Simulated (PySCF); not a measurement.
# Cu⁺: excitation energy

Cu⁺ [Ar] 3d10 (1S) → Cu⁺ [Ar] 3d9 4s1 (3D), as a difference of total energies. Calculation: PySCF 2.14, in aug-cc-pVDZ-PP with ECP10MDF (5s5p4d2f, 54 functions); a scalar-relativistic core potential. Correlated levels: valence: 3s2 3p6 frozen. The calculations carry no spin-orbit coupling.

```json
{"method": "UHF", "excitation energy (cm⁻¹)": "5718.4"}
{"method": "MP2 (valence)", "excitation energy (cm⁻¹)": "27815"}
{"method": "SCS-MP2 (valence)", "excitation energy (cm⁻¹)": "25552"}
{"method": "CCSD (valence)", "excitation energy (cm⁻¹)": "20220"}
{"method": "CCSD(T) (valence)", "excitation energy (cm⁻¹)": "21354"}
```

Errors of the correlated levels include the incompleteness of this basis and the frozen core.

Which method comes closest to the reference value, and which is furthest?

The reference is 22649 cm⁻¹ (measured; NIST levels, between the centres of gravity of the two terms). Closest: CCSD(T) (valence) (error -1295.0 cm⁻¹); furthest: UHF (error -16930 cm⁻¹).
